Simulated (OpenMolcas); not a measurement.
Tc5+ in a point-charge field

Tc5+ among 3 point charges of -1 e arranged as a planar triangle (D3h), 2.08 Å from the ion.
```
   2.0800    0.0000    0.0000  -1.00
  -1.0400    1.8013    0.0000  -1.00
  -1.0400   -1.8013    0.0000  -1.00
```

* Program: OpenMolcas
* Method: SS-CASPT2, IPEA 0.25 Eh, imaginary shift 0.1 Eh (closed shells correlated: 4s 4p)
* Basis: ANO-RCC-VDZP [6s5p3d1f]
* Scalar Hamiltonian: DKH2, point nucleus
* Active space: 2 electrons in 5 orbitals (4d)
* State averaging: 2S+1 = 3 even, 10 roots; 2S+1 = 1 even, 15 roots
* Spin-orbit coupling: RASSI with atomic mean-field integrals over the reference wave functions

The lowest spin-free states (labels of D3, the rotations of D3h), above the lowest:

```json
{"State": "3A2", "Degeneracy": "1", "E (cm-1)": "0", "Free-ion L (%)": "F (96)"}
{"State": "3E", "Degeneracy": "2", "E (cm-1)": "620", "Free-ion L (%)": "F (95)"}
{"State": "3E", "Degeneracy": "2", "E (cm-1)": "3480", "Free-ion L (%)": "F (100)"}
{"State": "2S+1 = 3", "Degeneracy": "2", "E (cm-1)": "3750", "Free-ion L (%)": "F (100)"}
{"State": "1E", "Degeneracy": "2", "E (cm-1)": "10680", "Free-ion L (%)": "D (90)"}
{"State": "1E", "Degeneracy": "2", "E (cm-1)": "12190", "Free-ion L (%)": "D (72)"}
{"State": "3E", "Degeneracy": "2", "E (cm-1)": "12740", "Free-ion L (%)": "P (95)"}
{"State": "1A1", "Degeneracy": "1", "E (cm-1)": "13470", "Free-ion L (%)": "D (64)"}
{"State": "1A1", "Degeneracy": "1", "E (cm-1)": "16250", "Free-ion L (%)": "G (65)"}
{"State": "1E", "Degeneracy": "2", "E (cm-1)": "16870", "Free-ion L (%)": "G (72)"}
{"State": "1E", "Degeneracy": "2", "E (cm-1)": "18390", "Free-ion L (%)": "G (90)"}
{"State": "3A2", "Degeneracy": "1", "E (cm-1)": "20260", "Free-ion L (%)": "P (96)"}
{"State": "1A2", "Degeneracy": "1", "E (cm-1)": "20980", "Free-ion L (%)": "G (100)"}
{"State": "1A1", "Degeneracy": "1", "E (cm-1)": "21000", "Free-ion L (%)": "G (100)"}
{"State": "1E", "Degeneracy": "2", "E (cm-1)": "26840", "Free-ion L (%)": "G (100)"}
{"State": "1A1", "Degeneracy": "1", "E (cm-1)": "44860", "Free-ion L (%)": "S (97)"}
```

The lowest levels with spin-orbit coupling:

```
E (cm-1)  Degeneracy  Label      2S+1                g
       0           1     A1         3                 
     670           2      E         3   0.00 0.00 2.85
    2150           1     A2         3                 
    2390           2      E         3   0.00 0.00 4.91
    3150           2      E         3   0.00 0.00 2.38
    3780           2      E         3   0.00 0.00 3.15
    3940           1     A1         3                 
    5090           2      E         3   0.00 0.00 0.78
    5220           2                3   0.00 0.00 6.59
    6410           2      E         3   0.00 0.00 3.96
    7310           1     A2         3                 
    7310           1     A1         3                 
    7530           2      E         3  0.00 0.00 10.00
   12490           2      E  1 (78 %)   0.00 0.00 4.33
   13610           2      E  1 (54 %)   0.00 0.00 1.98
   13760           1     A1         3                 
   14270           1     A2         3                 
   15500           2      E  3 (54 %)   0.00 0.00 2.03
   15800           1     A1  1 (89 %)                 
   16000           2      E  3 (80 %)   0.00 0.00 5.59
```

Powder χT (cm3 K/mol): 0 at 2 K, 0.00369 at 10 K, 0.0185 at 50 K, 0.037 at 100 K, 0.0779 at 200 K, 0.13 at 300 K. The effective moment at 300 K is 2.828 √(χT) = 1.02 μB.

The lowest level has 2S+1 = 3, for which the spin-only value is χT = S(S+1) / 2 = 1.000 cm3 K/mol (g = 2). The computed 0.130 at 300 K differs by -0.870, through orbital momentum, spin-orbit coupling and any other state in reach.

Roots that are degenerate in the reference are averaged as groups; the widest CASPT2 spread within a group is 110 cm-1 (the 2-fold group of multiplicity 3 near 3480 cm-1 above the lowest state of its run). Shifts and gaps below about the spread of the groups concerned are not significant. Spin-orbit coupling mixes the spin-free states strongly: the lowest level takes only 50 % from its leading state, 3E, which lies 620 cm-1 above the lowest spin-free state. The ground term spreads over less than 5000 cm-1, several times less than with real ligands, so orbital moments are less quenched and χT lies further from the spin-only value than at real sites. Free-ion shares, where given, are those of the reference states; single-state CASPT2 does not remix them. Point charges carry no covalency, so the field is a model and not that of real ligands. An unlabelled pair can be two single states that coincide in this model. No measured value stands beside these numbers.

A state without a sure symmetry label is named by its multiplicity alone. With an even number of electrons the g values are those of a degenerate or nearly degenerate non-Kramers pair.
